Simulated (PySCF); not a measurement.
Isomers of C6H10ClF.

All values: PBE0/def2-SVPD (PySCF) at GFN2-xTB geometries, gas phase, one conformer each. Core orbitals are frozen in the response; Δα² is half the sum of the squared differences of the principal polarisabilities.

Question: Rank by polarisability anisotropy Δα, highest first.
A. `[CH3:1][CH2:2]/[C:3]([CH3:4])=[C:5](/[F:6])[CH2:7][Cl:8]` with C1–C2–C3–C4 86°, C3–C5–C7–Cl8 -74°
B. `CC1(C)[C@@H](F)[C@@]1(C)Cl`
C. `[F:1][C@@H:2]1[CH2:3][CH2:4][CH2:5][CH2:6][C@@H:7]1[Cl:8]` with F1–C2–C3–C4 179°, C2–C3–C4–C5 58°, C3–C4–C5–C6 -58°, C4–C5–C6–C7 56°
D. `[CH3:1][CH2:2][C@@H:3]1[C@@H:4]([F:5])[CH2:6][C@@H:7]1[Cl:8]` with C1–C2–C3–C4 -75°, C2–C3–C4–F5 110°, C3–C4–C6–C7 10°, C4–C6–C7–Cl8 107°, C2–C3–C7–C6 131°

Answer: A (4.16 Å³), D (2.75 Å³), B (2.04 Å³), C (1.45 Å³).

Question: Rank by HOMO energy, highest first.
A. `[CH3:1][CH2:2]/[C:3]([CH3:4])=[C:5](/[F:6])[CH2:7][Cl:8]` with C1–C2–C3–C4 86°, C3–C5–C7–Cl8 -74°
B. `[CH3:1][CH2:2][C@@H:3]1[C@@H:4]([F:5])[CH2:6][C@@H:7]1[Cl:8]` with C1–C2–C3–C4 -75°, C2–C3–C4–F5 110°, C3–C4–C6–C7 10°, C4–C6–C7–Cl8 107°, C2–C3–C7–C6 131°
C. `CC1(C)[C@@H](F)[C@@]1(C)Cl`

Answer: A (-7.02 eV), C (-7.69 eV), B (-8.27 eV).

Question: Rank by mean static polarisability, lowest first.
A. `CC1(C)[C@@H](F)[C@@]1(C)Cl`
B. `[F:1][C@@H:2]1[CH2:3][CH2:4][CH2:5][CH2:6][C@@H:7]1[Cl:8]` with F1–C2–C3–C4 179°, C2–C3–C4–C5 58°, C3–C4–C5–C6 -58°, C4–C5–C6–C7 56°
C. `[CH3:1][CH2:2]/[C:3]([CH3:4])=[C:5](/[F:6])[CH2:7][Cl:8]` with C1–C2–C3–C4 86°, C3–C5–C7–Cl8 -74°

Answer: B (12.10 Å³), A (12.46 Å³), C (13.18 Å³).

All values together:

| SMILES | μ (D) | HOMO (eV) | LUMO (eV) | α (Å³) | Δα (Å³) |
| --- | --- | --- | --- | --- | --- |
| F[C@@H]1CCCC[C@@H]1Cl | 3.26 | -8.34 | 0.41 | 12.10 | 1.45 |
| CC[C@@H]1[C@@H](F)C[C@@H]1Cl | 0.60 | -8.27 | 0.45 | 12.27 | 2.75 |
| CC/C(C)=C(/F)CCl | 2.39 | -7.02 | -0.56 | 13.18 | 4.16 |
| CC1(C)[C@@H](F)[C@@]1(C)Cl | 3.06 | -7.69 | 0.20 | 12.46 | 2.04 |

Conformers: `[F:1][C@@H:2]1[CH2:3][CH2:4][CH2:5][CH2:6][C@@H:7]1[Cl:8]` with F1–C2–C3–C4 179°, C2–C3–C4–C5 58°, C3–C4–C5–C6 -58°, C4–C5–C6–C7 56°; `[CH3:1][CH2:2][C@@H:3]1[C@@H:4]([F:5])[CH2:6][C@@H:7]1[Cl:8]` with C1–C2–C3–C4 -75°, C2–C3–C4–F5 110°, C3–C4–C6–C7 10°, C4–C6–C7–Cl8 107°, C2–C3–C7–C6 131°; `[CH3:1][CH2:2]/[C:3]([CH3:4])=[C:5](/[F:6])[CH2:7][Cl:8]` with C1–C2–C3–C4 86°, C3–C5–C7–Cl8 -74°.
